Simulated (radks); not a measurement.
Effect of the nuclear size on the cerium ion Ce40+, [Ar]. All-electron calculation, Dirac Kohn-Sham, PBE, spin-unpolarised, spherical densities, finite nucleus; Fermi nuclear charge, rms radius 4.8771 fm. Program: a radial shooting solver on a logarithmic mesh with Libxc functionals. The rms radius is varied about that value; shifts are against it.

[
 {"rms radius (fm)": "4.1699", "total energy shift (eV)": "-2.82", "density at nucleus (e/bohr^3)": "3.96e+05", "1s1/2 shift (meV)": "-1170", "2s1/2 shift (meV)": "-146", "2p1/2 shift (meV)": "3.50", "3s1/2 shift (meV)": "-36.2", "3p1/2 shift (meV)": "0.788", "3p3/2 shift (meV)": "2.01", "4s1/2 (empty) shift (meV)": "-13.4"},
 {"rms radius (fm)": "4.5991", "total energy shift (eV)": "-1.15", "density at nucleus (e/bohr^3)": "3.88e+05", "1s1/2 shift (meV)": "-478", "2s1/2 shift (meV)": "-59.7", "2p1/2 shift (meV)": "1.43", "3s1/2 shift (meV)": "-14.8", "3p1/2 shift (meV)": "0.321", "3p3/2 shift (meV)": "0.822", "4s1/2 (empty) shift (meV)": "-5.47"},
 {"rms radius (fm)": "4.8771", "total energy shift (eV)": "0", "density at nucleus (e/bohr^3)": "3.833e+05", "1s1/2 shift (meV)": "0.000", "2s1/2 shift (meV)": "0.000", "2p1/2 shift (meV)": "0.000", "3s1/2 shift (meV)": "0.000", "3p1/2 shift (meV)": "0.000", "3p3/2 shift (meV)": "0.000", "4s1/2 (empty) shift (meV)": "0.000"},
 {"rms radius (fm)": "5.2185", "total energy shift (eV)": "1.49", "density at nucleus (e/bohr^3)": "3.78e+05", "1s1/2 shift (meV)": "618", "2s1/2 shift (meV)": "77.1", "2p1/2 shift (meV)": "-1.84", "3s1/2 shift (meV)": "19.0", "3p1/2 shift (meV)": "-0.414", "3p3/2 shift (meV)": "-1.06", "4s1/2 (empty) shift (meV)": "7.06"},
 {"rms radius (fm)": "5.9842", "total energy shift (eV)": "5.11", "density at nucleus (e/bohr^3)": "3.674e+05", "1s1/2 shift (meV)": "2120", "2s1/2 shift (meV)": "265", "2p1/2 shift (meV)": "-6.32", "3s1/2 shift (meV)": "65.4", "3p1/2 shift (meV)": "-1.42", "3p3/2 shift (meV)": "-3.65", "4s1/2 (empty) shift (meV)": "24.3"}
]

Slopes of the eigenvalues against <r^2> in GHz/fm^2, as finite differences over the two radii next to the reference (eigenvalue slopes, not the field-shift constants of lines): 1s1/2 43600, 2s1/2 5440, 2p1/2 -130, 3s1/2 1340, 3p1/2 -29.2, 3p3/2 -74.9, 4s1/2 (empty) 498.
